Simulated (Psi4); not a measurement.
Interaction energy of H2 ··· HF (SMILES [H][H] and F), singlet. Monomers: optimised at B3LYP-D3(BJ) (def2-TZVP), held rigid. Orientation: a random orientation, not optimised. The monomers approach along the line of their centres of mass (distance R); nothing else relaxes.

Geometry at R = 2.89 Å (first 2 atoms: monomer A):
```
4

H      0.3719     0.0000     0.0000
H     -0.3719     0.0000     0.0000
F      2.1149    -0.9926     1.7091
H      1.8280    -0.3633     2.3226
```

Levels of theory: SAPT0/jun-cc-pVDZ, frozen core (Psi4); MP2/aug-cc-pVTZ = DF-MP2/aug-cc-pVTZ, frozen core, counterpoise-corrected (Psi4); BLYP/def2-TZVP, counterpoise-corrected (Psi4); PBE/def2-TZVP, counterpoise-corrected (Psi4); wB97X-V/def2-TZVP, counterpoise-corrected (Psi4); CCSD(T)/aug-cc-pVDZ = Psi4 with DF-CCSD(T)/aug-cc-pVDZ, frozen core, counterpoise-corrected.

Cost and agreement with CCSD(T)/aug-cc-pVDZ over the 12 points of the scan, with CCSD(T)/aug-cc-pVDZ as yardstick. Costs are rough ratios of core time within Psi4 on shared cores, each with its mean field (Kohn-Sham runs search longer for lower solutions than correlated ones do); the miss is the largest difference from CCSD(T) of the interaction energy, in kJ/mol.

Question: Which of them comes closest to CCSD(T)/aug-cc-pVDZ within 10 times the cost of the cheapest?

Answer: SAPT0/jun-cc-pVDZ, 0.77 kJ/mol off at most.

```json
[
 {"level": "SAPT0/jun-cc-pVDZ", "relative cost": "1", "largest difference": "0.77"},
 {"level": "MP2/aug-cc-pVTZ", "relative cost": "2", "largest difference": "1.29"},
 {"level": "BLYP/def2-TZVP", "relative cost": "3", "largest difference": "1.31"},
 {"level": "PBE/def2-TZVP", "relative cost": "4", "largest difference": "2.87"},
 {"level": "wB97X-V/def2-TZVP", "relative cost": "50", "largest difference": "2.07"}
]
```

Costs within a factor of two of each other count as equal.
